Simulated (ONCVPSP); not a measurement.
# Ca (Z = 20): excitation energies, all-electron against ONCV

Ca, optimised norm-conserving Vanderbilt (ONCV), made with ONCVPSP 4.0.1 (PBE, scalar-relativistic). Core [Ne], reference 3s2 3p6 4s2. Waves: 3s+4s: rc 2.10 bohr, ncon 4, nbas 8, qcut 7.3 1/bohr, 2 projectors; 3p: rc 1.90 bohr, ncon 3, nbas 8, qcut 8.1 1/bohr, 1 projector; d scattering state at 0.12 Ha: rc 1.70 bohr, ncon 4, nbas 8, qcut 5 1/bohr, local. Local part: the d channel. Core correction: polynomial model core, fcfact 0.5.

In the d channel the program set the typed energies aside and used -0.072 Ha.

Energies are relative to the spin-unpolarised reference configuration 3s2 3p6 4s2; without spin polarisation the order of configurations can differ from experiment.

```tsv
valence configuration	charge	ΔE all-electron (eV)	error AE − PS (meV)
3s2 3p6 4s1	+1	6.309	-1.3
3s2 3p6 4s0	+2	18.130	-3.0
3s2 3p6 4s0 4p2	0	4.951	-127
```

(1) What are ΔE and the potential's error for 3s2 3p6 4s1.5?

Levels in the configuration 3s2 3p6 4s0:

| level | all-electron (eV) | pseudo (eV) |
| --- | --- | --- |
| 3s | -62.236 | -62.268 |
| 3p | -43.060 | -43.070 |

Note: ghosts flagged at negative energy: s at -19.8 eV; no localised positive-energy state flagged. A true bound ghost makes a file unfit for plane-wave use.

Results:

(1) ΔE = 2.504 eV all-electron; the error (AE − PS) is -0.3 meV.
